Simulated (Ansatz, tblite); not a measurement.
Cost and result up the ladder for NbSeCl3 (5 atoms). Charge 0, multiplicity 1. Geometry: PBE0-D4/def2-SVP.

Cartesian coordinates in Å:
```
Nb -0.018 0.013 0.014
Se 1.544 -1.112 -1.153
Cl 1.044 1.440 1.424
Cl -1.255 -1.494 1.175
Cl -1.315 1.154 -1.459
```

Ansatz on 4 threads of Arm Neoverse V2 on a shared host; xTB runs through tblite on one thread. Times are rough, summed over both states, and most runs start from the orbitals of an earlier one. No level here is sound enough to serve as a yardstick. The other state is a doublet.

In the def2 sets Nb takes a core potential; there is no spin–orbit coupling. The xTB rows come from tblite. HOMO above LUMO, or a gap near zero within one spin, warns that the state may not be the lowest or that an electron is smeared out.

Run but left out: HF/def2-SVP, MP2/def2-SVP, CCSD/def2-SVP, CCSD(T)/def2-SVP (singlet: restricted singlet, unstable towards broken spin symmetry).

Raw xTB energies of ions are shifted by several eV.

```csv
level,functions,wall time,vertical IE (eV),remarks
GFN1-xTB,45,0.013 s,14.44,–
GFN2-xTB,45,0.013 s,13.80,–
PBE-D4/def2-TZVP (with forces),199,16 s,9.61,gap within one spin near zero (+1 doublet)
PBE0-D4/def2-TZVP,199,29 s,9.81,restricted SCF unstable in HF (singlet)
r2SCAN-D4/def2-TZVP,199,45 s,9.76,restricted SCF unstable in HF (singlet)
```
